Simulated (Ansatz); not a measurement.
Ideal-gas functions of CH5NSe (`NC[SeH]`) at 600 K and 1 bar, from an Ansatz frequency run at PBE0-D4/def2-TZVP.

Molar mass 110.02 g/mol, point group C1 (symmetry number 1), electronic degeneracy 1, moments of inertia 16.199, 138.064, 145.597 u Å². Harmonic wavenumbers (cm⁻¹, unscaled): 108, 199, 336, 582, 724, 800, 946, 1101, 1147, 1264, 1350, 1487, 1646, 2440, 3032, 3119, 3515, 3610.

Use S(trans) = R[1.5 ln M + 2.5 ln T − 1.1517]; rotational temperatures θ = 24.2544 K / I; S(rot) = R[ln(√π/σ · √(T³/θAθBθC)) + 1.5]; for each mode x = 1.438777 ν̃/T, S = R[x/(eˣ − 1) − ln(1 − e⁻ˣ)] and H = RT x/(eˣ − 1); 1 cm⁻¹ = 0.0119627 kJ/mol; R = 8.31446 J/(mol·K).

Q: By hand: the entropy, in J/(mol·K).

A: Translation 182.0. Rotation: θ = 1.4973, 0.1757, 0.1666 K, giving 110.0. Vibration, mode by mode: 19.57, 14.54, 10.33, 6.19, 4.70, 4.07, 3.08, 2.30, 2.11, 1.69, 1.43, 1.10, 0.81, 0.16, 0.05, 0.04, 0.02, 0.01, in all 72.2. Electronic 0.0. Sum 364.2 J/(mol·K).

Q: By hand: H − E and G − E in kJ/mol, counted from the electronic energy.

A: Zero-point energy ½ × 27406 × 0.0119627 = 163.9; thermal vibration 23.0; translation, rotation and pV give 4 RT = 20.0. H − E = 206.9 kJ/mol, and G − E = 206.9 − 600 × 364.2/1000 = -11.6 kJ/mol.

Vibration gives 20 % of the entropy, 19.6 J/(mol·K) of it from the mode under 150 cm⁻¹: soft modes count most, and the harmonic formula is weakest for them. The sum counts one conformer and one mirror image; others add a mixing term.
